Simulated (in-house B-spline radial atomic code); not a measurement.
Configurations of K VI (K5+), with energies counted from [Ne] 3s2 3p2. Method: Dirac-Hartree-Fock, average of configuration, Fermi nucleus of rms radius 3.4349 fm. Calculated with an all-electron radial atomic-structure program (B-spline basis). Energies include first-order Breit, QED and recoil terms.

Occupations are held fixed; configurations that lie above the ionisation limit could autoionise.

```json
{"configuration": "[Ne] 3s2 3p1 5f1", "E - E(ref) (eV)": "77.36", "highest orbital": "5f7/2", "its <r> (bohr)": "5.097"}
{"configuration": "[Ne] 3s2 3p1 7f1", "E - E(ref) (eV)": "87.186", "highest orbital": "7f7/2", "its <r> (bohr)": "11.03"}
{"configuration": "[Ne] 3s1 3p2 5d1", "E - E(ref) (eV)": "93.655", "highest orbital": "5d5/2", "its <r> (bohr)": "5.092"}
{"configuration": "[Ne] 3s1 3p2 5f1", "E - E(ref) (eV)": "95.574", "highest orbital": "5f7/2", "its <r> (bohr)": "5.087"}
{"configuration": "[Ne] 3s1 3p2 5g1", "E - E(ref) (eV)": "95.973", "highest orbital": "5g9/2", "its <r> (bohr)": "4.57"}
{"configuration": "[Ne] 3s1 3p2 6g1", "E - E(ref) (eV)": "101.96", "highest orbital": "6g9/2", "its <r> (bohr)": "7.311"}
```

(1) Order these further configurations by energy, lowest first.
A. [Ne] 3s2 3p1 7g1
B. [Ne] 3s2 3p1 6g1
C. [Ne] 3s2 3p1 5s1
D. [Ne] 3s2 3p1 4s1
E. [Ne] 3s2 3p1 6d1

(2) How far above the reference does [Ne] 3s1 3p2 6d1 lie?

Answers

(1) D (46.891 eV), C (68.681 eV), E (82.436 eV), B (83.721 eV), A (87.335 eV).

(2) 100.66 eV; its least bound orbital is 6d5/2 with <r> = 7.71 bohr.
